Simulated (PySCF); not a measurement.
C3HBrCl2. Atoms are numbered in the order given.

```xyz
7

Cl    -2.4016     0.1481     1.4643
C     -1.5170    -0.1545     0.0000
Cl    -2.4016     0.1481    -1.4643
C     -0.2788    -0.5854     0.0000
C      0.9624    -0.9900     0.0000
Br     2.4396     0.2110     0.0000
H      1.2703    -2.0390     0.0000
```
Charge 0, spin multiplicity 1.

Coordinates come from a TPSSh-D3(BJ)/def2-SVP optimisation. This is a generated structure with no PubChem entry under its InChIKey; it may be hypothetical.

Method: PBE/def2-TZVP in PySCF.

The molecule is in vacuum.

total energy: -3608.57458 hartree
point group: Cs
highest occupied level: -6.56 eV
lowest empty level: -2.48 eV
orbital gap: 4.08 eV
dipole moment: 0.96 D
quadrupole, principal values (traceless, Buckingham form, about the centre of nuclear charge): -2.10, -1.02, 3.12 D·Å
mean static polarisability: 91.4 bohr³ (13.54 Å³)
polarisability, principal values: 58.2, 72.8, 143.2 bohr³
